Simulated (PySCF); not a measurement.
**A small calculation by hand: dipole moment from atomic charges**

Be(SH)(GeH3) (BeGeH4S), SMILES [SH][Be][GeH3]. Atoms are numbered in the order given.

```xyz
7

Be     0.2498     0.4618    -0.6357
S      0.8440     1.5394    -2.0926
H      2.1340     1.2392    -1.7928
Ge    -0.4584    -0.7634     1.0407
H     -0.4525    -2.2851     0.7361
H      0.3995    -0.5827     2.3220
H     -1.9141    -0.4187     1.4564
```

Geometry: PBE-D3(BJ)/def2-TZVP. The values are those of a single conformer.

Charges (e) from CAM-B3LYP/def2-TZVPD (PySCF):

```tsv
atom	ESP fit	IAO
Be1	0.406	1.279
S2	-0.348	-0.829
H3	0.145	0.097
Ge4	-0.151	-0.320
H5	-0.023	-0.076
H6	-0.028	-0.076
H7	-0.001	-0.074
```

The dipole moment of the full density is 0.76 D.

**Question.** What dipole moment does each set of point charges give, and which comes closer to that of the density?

**Answer.** 
μ = Σ q r, and 1 e Å = 4.8032 D.
ESP fit: Σ q r = (0.187, 0.016, -0.030) e Å, |μ| = 0.92 D.
IAO: Σ q r = (0.119, -0.072, 0.075) e Å, |μ| = 0.76 D.
IAO comes closer in size. Point charges leave out the atoms' own dipoles (lone pairs, polarised bonds); fits to the potential absorb them, partitions of the density don't.
